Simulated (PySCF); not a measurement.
C₃H₂Br₂. Atoms are numbered in the order given.

```xyz
7

Br    -2.5934    -0.0650     0.2679
C     -1.1878     0.5408    -0.8721
C      0.0000     0.0000    -0.8780
C      1.1878    -0.5408    -0.8721
Br     2.5934     0.0650     0.2679
H     -1.4824     1.3773    -1.5110
H      1.4824    -1.3773    -1.5110
```

The structure is a stationary point at B3LYP-D3(BJ)/def2-SVP.

Calculation: B3LYP-D3(BJ)/def2-SVP run with PySCF 2.14.0.

Frequencies are harmonic and unscaled.

```csv
mode,ν (cm⁻¹),IR (km/mol),moving atoms (share of kinetic energy)
1,64,0.0,"Br 80 %, C 19 %"
2,170,1.1,"C 72 %, H 20 %"
3,228,0.0,"C 69 %, Br 21 %, H 10 %"
4,413,0.2,"C 76 %, Br 16 %, H 8 %"
5,464,24.3,"C 79 %, Br 15 %"
6,670,117.7,"C 75 %, H 18 %"
7,678,21.0,"C 84 %, H 10 %"
8,723,11.8,"H 54 %, C 45 %"
9,839,28.4,"H 82 %, C 18 %"
10,1113,0.6,"H 74 %, C 26 %"
11,1185,64.4,"H 89 %, C 11 %"
12,1317,17.1,"C 78 %, H 22 %"
13,2051,99.5,C 98 %
14,3196,8.4,"H 91 %, C 9 %"
15,3196,0.0,"H 91 %, C 9 %"
```
